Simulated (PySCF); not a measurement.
# TDDFT excited states: C5H6N2Si

Species: C5H6N2Si.
SMILES: `C#Cc1cncn1[SiH3]`

Computed with PySCF, TDDFT B3LYP/def2-SVPD, vertical, gas phase, core orbitals frozen in the response. Geometry: PBE0-D3(BJ)/def2-SVP; no solvent, vibrations or thermal averaging.

Q: What does the calculation give for the low-lying excited states?

A: 

```json
{"state": "S1", "E (eV)": "5.06", "E (kJ/mol)": "488", "λ (nm)": "245.1", "f": "0.0002", "symmetry": "–", "main configurations (H = HOMO, L = LUMO)": "H→L+1 (79%), H→L+3 (10%), H→L+2 (9%)"}
{"state": "S2", "E (eV)": "5.13", "E (kJ/mol)": "495", "λ (nm)": "241.7", "f": "0.264", "symmetry": "A′", "main configurations (H = HOMO, L = LUMO)": "H→L (89%)"}
{"state": "S3", "E (eV)": "5.43", "E (kJ/mol)": "524", "λ (nm)": "228.2", "f": "0.0000", "symmetry": "–", "main configurations (H = HOMO, L = LUMO)": "H-1→L (97%)"}
{"state": "S4", "E (eV)": "5.50", "E (kJ/mol)": "531", "λ (nm)": "225.3", "f": "0.0017", "symmetry": "–", "main configurations (H = HOMO, L = LUMO)": "H→L+2 (69%), H→L+1 (17%), H→L+3 (12%)"}
{"state": "S5", "E (eV)": "6.00", "E (kJ/mol)": "579", "λ (nm)": "206.5", "f": "0.0004", "symmetry": "–", "main configurations (H = HOMO, L = LUMO)": "H→L+3 (72%), H→L+2 (21%)"}
{"state": "S6", "E (eV)": "6.10", "E (kJ/mol)": "588", "λ (nm)": "203.3", "f": "0.010", "symmetry": "A′", "main configurations (H = HOMO, L = LUMO)": "H→L+4 (59%), H-2→L (36%)"}
{"state": "S7", "E (eV)": "6.17", "E (kJ/mol)": "595", "λ (nm)": "201.0", "f": "0.0000", "symmetry": "–", "main configurations (H = HOMO, L = LUMO)": "H-3→L (93%)"}
{"state": "S8", "E (eV)": "6.24", "E (kJ/mol)": "602", "λ (nm)": "198.6", "f": "0.0019", "symmetry": "–", "main configurations (H = HOMO, L = LUMO)": "H→L+5 (98%)"}
{"state": "S9", "E (eV)": "6.46", "E (kJ/mol)": "624", "λ (nm)": "191.8", "f": "0.013", "symmetry": "A′", "main configurations (H = HOMO, L = LUMO)": "H→L+6 (84%)"}
{"state": "S10", "E (eV)": "6.65", "E (kJ/mol)": "642", "λ (nm)": "186.4", "f": "0.073", "symmetry": "A′", "main configurations (H = HOMO, L = LUMO)": "H-1→L+1 (84%)"}
```

Triplets, Tamm–Dancoff:

| state | E (eV) | λ (nm) | main configurations (H = HOMO, L = LUMO) |
| --- | --- | --- | --- |
| T1 | 3.48 | 356.1 | H→L (97%) |
| T2 | 4.83 | 256.8 | H→L+1 (53%), H→L+3 (18%), H→L+2 (15%) |
| T3 | 5.11 | 242.6 | H→L+4 (66%), H→L+6 (12%), H-4→L (10%) |
| T4 | 5.28 | 234.8 | H-1→L (78%), H→L+1 (15%) |

The lowest singlet comes at 245 nm (488 kJ/mol) in the ultraviolet; it is dark (f under 0.0005); its leading configuration is HOMO→LUMO+1 (79%). The most intense listed level is S2 at 5.13 eV (242 nm, f = 0.264), 0.07 eV above S1. Löwdin shares by element: HOMO carbon 70% or more (atoms not listed hold the other 29%); LUMO carbon 58% or more (atoms not listed hold the other 42%). The listed states span 1.59 eV, and the widest gap between neighbours is 0.50 eV (S4 to S5). Of the 10 states listed, 4 reach f = 0.01 and 4 stay under 0.0005. The oscillator strengths of these states sum to 0.364; summed over the whole spectrum of an exact calculation they would give the number of electrons, 64 (Thomas–Reiche–Kuhn). No computed singlet lies in the visible range (380 to 750 nm); the lowest, at 245 nm, stands 1.80 eV above its violet end (3.26 eV). All these states lie below the vertical ionisation energy of 8.41 eV (ΔSCF). Symmetry labels in Cs follow from the direction of the transition dipole and are given only for states with f of 0.002 or more. The window holds the lowest 10 singlets.
